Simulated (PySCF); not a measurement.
Radial density of He+ (helium, charge +1)

M06-L, 1s1, 2S determinant. Computed with PySCF 2.14 in aug-cc-pVQZ with one added diffuse shell each of s, p, d, f type (6s5p4d3f, 62 functions), with no relativity, point nucleus.

```json
{"r (bohr)": "0.0117", "4πr²ρ (e/bohr)": "0.004201", "4πr²(ρα − ρβ)": "0.0042"}
{"r (bohr)": "0.0197", "4πr²ρ (e/bohr)": "0.01164", "4πr²(ρα − ρβ)": "0.0116"}
{"r (bohr)": "0.0331", "4πr²ρ (e/bohr)": "0.03135", "4πr²(ρα − ρβ)": "0.0313"}
{"r (bohr)": "0.0557", "4πr²ρ (e/bohr)": "0.08045", "4πr²(ρα − ρβ)": "0.0804"}
{"r (bohr)": "0.0938", "4πr²ρ (e/bohr)": "0.1952", "4πr²(ρα − ρβ)": "0.1952"}
{"r (bohr)": "0.158", "4πr²ρ (e/bohr)": "0.4249", "4πr²(ρα − ρβ)": "0.4249"}
{"r (bohr)": "0.265", "4πr²ρ (e/bohr)": "0.7800", "4πr²(ρα − ρβ)": "0.7800"}
{"r (bohr)": "0.446", "4πr²ρ (e/bohr)": "1.069", "4πr²(ρα − ρβ)": "1.0687"}
{"r (bohr)": "0.750", "4πr²ρ (e/bohr)": "0.8980", "4πr²(ρα − ρβ)": "0.8980"}
{"r (bohr)": "1.26", "4πr²ρ (e/bohr)": "0.3252", "4πr²(ρα − ρβ)": "0.3252"}
{"r (bohr)": "2.12", "4πr²ρ (e/bohr)": "0.02917", "4πr²(ρα − ρβ)": "0.0292"}
{"r (bohr)": "3.57", "4πr²ρ (e/bohr)": "0.0002872", "4πr²(ρα − ρβ)": "0.0003"}
```

For one electron the Hartree and exchange-correlation energies should cancel; what remains is the self-interaction error.
